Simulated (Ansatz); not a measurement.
System: SiAsH$_{4}$, charge 0, multiplicity 2. SMILES: [SiH3][AsH]
Geometry from a B3LYP-D3(BJ)/def2-TZVP (Ansatz, a program for electronic structure) optimisation:
```
Si
H 1 1.4813
H 1 1.4834 2 108.94
H 1 1.4834 2 108.94 3 -118.43
As 1 2.3752 2 108.82 4 -120.79
H 5 1.5315 1 90.59 2 180.00
```
Charge 0, spin multiplicity 2.

Wanted: atomisation energy, in kcal/mol. Conventions: LANL2DZ with its own core potentials from Na on; non-relativistic; atomisation electronic, to ground-state atoms; no spin-orbit coupling; 6-31G* and kin with 6d, 5d where marked; UHF or UKS for open shells. Ab initio and DFT rows: single points at B3LYP-D3(BJ) geometries (Ansatz).

| level | program | atomisation energy (kcal/mol) |
|---|---|---|
| HF/STO-3G | Ansatz | 381.5 |
| HF/3-21G | Ansatz | 217.0 |
| HF/LANL2DZ | Ansatz | 224.9 |
| HF/6-31G* | Ansatz | 255.3 |
| HF/6-31G* with LANL2DZ past Ar | Ansatz | 239.6 |

No value to compare with is used here. The 5 habitual levels span 217.0 (HF/3-21G) to 381.5 kcal/mol (HF/STO-3G).

The sets are all those run for this method; runs whose electronic state is in doubt are left out.
